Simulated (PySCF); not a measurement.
AlFH5NO2Si, SMILES F[SiH2][NH][Al]([OH])[OH].

Coordinates come from a B3LYP-D3(BJ)/def2-SVP optimisation. The structure was generated by enumeration; whether it is a known compound was not checked. One conformer was computed; it need not be the lowest.

These are PySCF with PBE/def2-TZVP values and carry that method's errors.

```yaml
total_energy: -839.77189 hartree
highest_occupied_level: -6.85 eV
lowest_empty_level: -1.38 eV
orbital_gap: 5.47 eV
dipole_moment: 1.42 D
quadrupole, principal values (traceless, Buckingham form, about the centre of nuclear charge): -6.17, 2.37, 3.80 D·Å
mean_static_polarisability: 62.4 bohr³ (9.25 Å³)
polarisability_principal_values: 51.8, 60.2, 75.3 bohr³
```
